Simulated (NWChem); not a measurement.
## F$_{2}$Ge

```xyz
3

Ge     0.0000     0.0000    -0.4160
F      1.3105     0.0000     0.7395
F     -1.3105     0.0000     0.7395
```
Charge 0, spin multiplicity 1.

All runs are NWChem calculations. The geometry was optimised at PBE0/def2-SVP, a minimum by its harmonic frequencies.

Symmetry labels belong to the abelian group C2v used in the runs, with the axes of the coordinates shown.

The Hamiltonian is non-relativistic. The structure started from a generated list of species.

### Question
List the lowest 6 singlet excitations that CIS/def2-SVPD gives, with oscillator strengths.

### Answer
```json
[
 {"state": "1", "symmetry": "b2", "energy (eV)": "6.12", "wavelength (nm)": "202", "f": "0.289"},
 {"state": "2", "symmetry": "b1", "energy (eV)": "8.67", "wavelength (nm)": "143", "f": "0.519"},
 {"state": "3", "symmetry": "a1", "energy (eV)": "9.25", "wavelength (nm)": "134", "f": "0.516"},
 {"state": "4", "symmetry": "a1", "energy (eV)": "9.65", "wavelength (nm)": "128", "f": "0.000"},
 {"state": "5", "symmetry": "a2", "energy (eV)": "10.03", "wavelength (nm)": "124", "f": "0.000"},
 {"state": "6", "symmetry": "b1", "energy (eV)": "10.88", "wavelength (nm)": "114", "f": "0.087"}
]
```
